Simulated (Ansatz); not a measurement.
The cluster Li₃Al₅⁺. The state is a doublet with charge 1. Geometry PBE-D4/def2-SVP.

```tsv
atom	x (Å)	y (Å)	z (Å)
Li1	2.258	-0.569	-1.748
Li2	-1.650	1.765	-1.957
Li3	0.913	0.293	2.276
Al4	-1.530	1.058	0.912
Al5	0.660	1.608	-0.394
Al6	-0.388	-0.703	-1.057
Al7	1.066	-2.012	0.587
Al8	-1.328	-1.439	1.381
```

B3LYP takes the VWN-RPA correlation. The structure comes from a short search, and lower isomers may exist.

Question: Estimate the α-spin orbital energies around the gap (eV) in Ansatz with PBE-D4/def2-SVP, PBE-D4/def2-TZVP, B3LYP-D4/def2-TZVP, PBE0-D4/def2-SVP, PBE0-D4/def2-TZVP.

Answer: 
| orbital | PBE-D4/def2-SVP | PBE-D4/def2-TZVP | B3LYP-D4/def2-TZVP | PBE0-D4/def2-SVP | PBE0-D4/def2-TZVP |
| --- | --- | --- | --- | --- | --- |
| HOMO−5 | -10.34 | -10.23 | -10.90 | -11.32 | -11.20 |
| HOMO−4 | -9.13 | -9.03 | -9.54 | -9.83 | -9.72 |
| HOMO−3 | -8.60 | -8.46 | -8.82 | -9.24 | -9.09 |
| HOMO−2 | -8.14 | -8.01 | -8.39 | -8.79 | -8.66 |
| HOMO−1 | -7.83 | -7.69 | -8.06 | -8.47 | -8.31 |
| HOMO | -7.45 | -7.34 | -7.68 | -8.09 | -7.98 |
| LUMO | -6.71 | -6.60 | -6.04 | -6.16 | -6.03 |
| LUMO+1 | -6.35 | -6.24 | -5.74 | -5.84 | -5.70 |
| LUMO+2 | -6.21 | -6.09 | -5.54 | -5.65 | -5.51 |
| LUMO+3 | -5.71 | -5.62 | -5.07 | -5.12 | -5.02 |
| LUMO+4 | -4.85 | -4.83 | -4.42 | -4.28 | -4.26 |
| LUMO+5 | -4.73 | -4.69 | -4.26 | -4.16 | -4.12 |
| β HOMO | -7.73 | -7.59 | -7.98 | -8.36 | -8.21 |
| β LUMO | -6.94 | -6.79 | -6.25 | -6.36 | -6.18 |
